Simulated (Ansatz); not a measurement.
Consider the isomerisation: `C[C@H]1N[Si@H]1C` → `C=CN(C)[SiH3]`.

Calculated with Ansatz (gas phase, PBE0-D4/def2-TZVP geometries, no zero-point term in ΔE). CBS: MP2 limit from def2 TZ/QZ plus the TZ coupled-cluster correction, frozen cores. Functionals use def2-TZVPP. B3LYP here is the variant with VWN-RPA as its local correlation; programs differ in this. One conformer a species, not always the lowest.

(1) Is it downhill or uphill in electronic energy at CCSD(T)/CBS, and by how much? (Best estimate.)

(2) What do these levels give: B3LYP-D4, r2SCAN, MP2/def2-TZVPP, CCSD/def2-TZVPP, MP2/def2-QZVPP, SCS-MP2/def2-QZVPP? (Best estimate.)

Largest T1 diagnostic among the species: 0.012.

Answers

(1) The calculation gave: Nearly level: ΔE = 0.00 eV.

(2) Ansatz gave: B3LYP-D4 -0.14, r2SCAN 0.08, MP2/def2-TZVPP 0.04, CCSD/def2-TZVPP -0.05, MP2/def2-QZVPP 0.07, SCS-MP2/def2-QZVPP -0.04 eV.

The D4 term adds −0.03 eV with B3LYP and −0.02 eV with PBE0; it sums over pairs of atoms, weighted by their polarisabilities, and B3LYP, whose exchange is more repulsive, gets the larger term. In def2-TZVPP, CCSD(T) changes the Hartree–Fock value by +0.30 eV (the triples alone add +0.01 eV) and MP2 by +0.39 eV.
